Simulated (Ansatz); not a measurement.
Consider the redistribution: `BOCC` + `C[Si](F)([SiH3])[SiH3]` → `B[Si](C)(F)[SiH3]` + `CCO[SiH3]`.

Gas-phase electronic energies from Ansatz, PBE0-D4/def2-TZVP geometries. CCSD(T)/CBS is the MP2 limit (def2-TZVPP, def2-QZVPP) plus CCSD(T) − MP2 in def2-TZVPP, frozen cores. Functionals use def2-TZVPP. One conformer a species, not always the lowest.

`BOCC`:

Z-matrix (Å, degrees):
```
C
O 1 1.421
C 1 1.509 2 110.2
H 1 1.095 2 109.5 3 122.6
H 1 1.094 2 107.0 3 -120.3
B 2 1.339 1 122.3 3 -115.4
H 3 1.092 1 110.8 2 63.5
H 3 1.092 1 110.7 2 -56.7
H 3 1.093 1 110.1 2 -176.6
H 6 1.197 2 117.0 1 179.4
H 6 1.204 2 120.2 1 -0.6
```

`C[Si](F)([SiH3])[SiH3]`:

```xyz
14

C     0.540   -0.676    1.734
Si    0.316    0.434    0.250
F     1.084    1.827    0.545
Si   -1.955    0.915   -0.110
Si    1.262   -0.526   -1.673
H     0.033   -1.631    1.570
H     1.599   -0.879    1.913
H     0.120   -0.217    2.632
H    -2.574    1.531    1.096
H    -2.129    1.835   -1.265
H    -2.668   -0.359   -0.408
H     2.707   -0.825   -1.472
H     1.114    0.374   -2.848
H     0.552   -1.803   -1.964
```

`B[Si](C)(F)[SiH3]`:

Z-matrix (Å, degrees):
```
Si
C 1 1.870
F 1 1.616 2 107.5
B 1 1.990 2 114.7 3 126.4
Si 1 2.364 2 109.7 3 -116.3
H 2 1.092 1 110.8 3 58.0
H 2 1.093 1 110.0 3 178.0
H 2 1.093 1 111.0 3 -62.3
H 4 1.195 1 123.6 2 -135.5
H 4 1.198 1 118.6 2 50.1
H 5 1.489 1 109.8 2 61.9
H 5 1.489 1 109.4 2 -57.2
H 5 1.488 1 111.9 2 -177.3
```

`CCO[SiH3]`:

Cartesian coordinates in Å:
```
C 1.046 0.678 1.467
C 0.205 0.629 0.217
O -0.121 -0.716 -0.077
Si -1.031 -1.136 -1.378
H 1.968 0.109 1.330
H 1.308 1.710 1.710
H 0.501 0.250 2.311
H 0.752 1.073 -0.627
H -0.714 1.214 0.354
H -0.382 -0.697 -2.646
H -2.379 -0.504 -1.312
H -1.155 -2.611 -1.350
```

| level | ΔE (kcal/mol) |
| --- | --- |
| ωB97M-V | 20.3 |
| r2SCAN | 20.9 |
| CCSD(T)/def2-TZVPP | 20.2 |
| CCSD/CBS(def2) | 19.0 |

(1) What does CCSD(T)/CBS give? (Best estimate.)

Largest T1 diagnostic among the species: 0.013.

Answers

(1) Ansatz gave: +19.9 kcal/mol. The listed levels differ from it by 0.4, 1.0, 0.3, -0.9 kcal/mol.

In def2-TZVPP, CCSD(T) changes the Hartree–Fock value by +4.3 kcal/mol (the triples alone add +0.9 kcal/mol) and MP2 by +3.8 kcal/mol. From PBE to PBE0 (25 % exact exchange), in def2-TZVPP and without D4, ΔE moves by −1.4 kcal/mol.
